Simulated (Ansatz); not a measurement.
Input for Ansatz (a first-principles code): R-RI-MP2/aug-cc-pVTZ on Ge2H8 (a complex), monomers drawn apart or pushed together. Files ending in .json are basis or fitting sets from the Basis Set Exchange. The run froze 28 orbitals, filled d shells among them.

Ansatz 0.2 input:
```yaml
crystal:
  periodic: [false, false, false]
  atoms:
    - {symbol: Ge, position_ang: [0.10619029, 0.02771487, 0.00369920]}
    - {symbol: H, position_ang: [-0.24516692, 1.45435130, 0.44958240]}
    - {symbol: H, position_ang: [-1.00348359, -0.93383224, 0.45258827]}
    - {symbol: H, position_ang: [1.43439169, -0.39354651, 0.64888922]}
    - {symbol: H, position_ang: [0.23962156, -0.01694436, -1.52573326]}
    - {symbol: Ge, position_ang: [-0.19122775, -0.04993006, 5.73332867]}
    - {symbol: H, position_ang: [0.21792009, -1.45332247, 5.26381942]}
    - {symbol: H, position_ang: [-1.53301425, 0.32984277, 5.09050210]}
    - {symbol: H, position_ang: [0.88089501, 0.96263722, 5.30564379]}
    - {symbol: H, position_ang: [-0.33119868, -0.03781337, 7.26278466]}
basis:
  gaussian:
    orbitals: aug-cc-pVTZ
    fitting: {mean_field: def2-universal-JKFIT, correlation: aug-cc-pVTZ-RIFIT.json}
magnetization: {spin_polarized: false}
correlation: {method: mp2, electrons: outside_noble_gas}
scf: {lower_state_search: off}
```

Q: Give the final energy of this run.

A: -4155.7188 hartree.
